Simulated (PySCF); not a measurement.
Mg(NMe2)(SH) (C2H7MgNS), SMILES C[N](C)[Mg][SH]. Heavy atoms are numbered as in [Mg:1]([N:2]([CH3:3])[CH3:4])[SH:11]. Hydrogens are named by the atom that carries them.

Geometry optimised at TPSSh-D3(BJ)/def2-SVP. The structure was generated by enumeration; whether it is a known compound was not checked. The values are those of a single conformer.

Level of theory: PySCF with CAM-B3LYP/def2-TZVP.

ESP charges are fitted to the potential on shells at 1.4 to 2.0 van der Waals radii. Atomic charges (e), one atom of each kind:

| atom | ESP fit | meta-Löwdin |
|---|---|---|
| Mg1 | 0.77 | ? |
| N2 | -0.22 | ? |
| C3 (CH3) | -0.55 | -0.21 |
| H on C3 | 0.16 | ? |
| S11 (SH) | -0.53 | -0.76 |
| H on S11 | 0.14 | 0.09 |

Q: Fill in the missing entries. (An estimate is asked for; the answer gives what the named calculation found.)

A: 
- Mg1, meta-Löwdin: 1.35
- N2, meta-Löwdin: -0.76
- H on C3, meta-Löwdin: 0.08
